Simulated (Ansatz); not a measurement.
Gas-phase electronic energies from Ansatz, PBE0-D4/def2-TZVP geometries. CCSD(T)/CBS adds triple-zeta CCSD(T) − MP2 to the extrapolated MP2 energy (def2 sets, frozen cores). DFT in def2-TZVPP. B3LYP here is the variant with VWN-RPA as its local correlation; programs differ in this. For Ga, Ge outer-core shells are correlated without core-valence functions, which leaves a few kJ/mol of doubt a bond. Scalar relativity is left out up to krypton. Each species was taken in one conformer, which may not be the lowest.

Reaction (redistribution): `[NH2][GaH][SiH2][SiH3]` + `[OH][GeH2][SiH3]` → `[NH2][GaH][SiH3]` + `[OH][GeH2][SiH2][SiH3]`

```tsv
level	ΔE (kJ/mol)	difference from CCSD(T)/CBS
PBE-D4	1.4	-0.2
r2SCAN-D4	1.6	0.0
PBE0-D4	1.6	0.0
B3LYP-D4	1.6	0.0
ωB97X-V	1.1	-0.5
ωB97M-V	1.1	-0.5
PBE	2.0	0.4
PBE0	2.2	0.6
B3LYP	2.5	0.9
HF/def2-TZVPP	2.7	1.1
SCS-MP2/def2-TZVPP	2.3	0.7
CCSD/def2-TZVPP	1.9	0.3
CCSD(T)/def2-TZVPP	1.8	0.2
HF/def2-QZVPP	2.8	1.2
MP2/def2-QZVPP	2.2	0.6
CCSD/CBS(def2)	1.7	0.1
CCSD(T)/CBS	1.6	0
```

Largest T1 diagnostic among the species: 0.015.
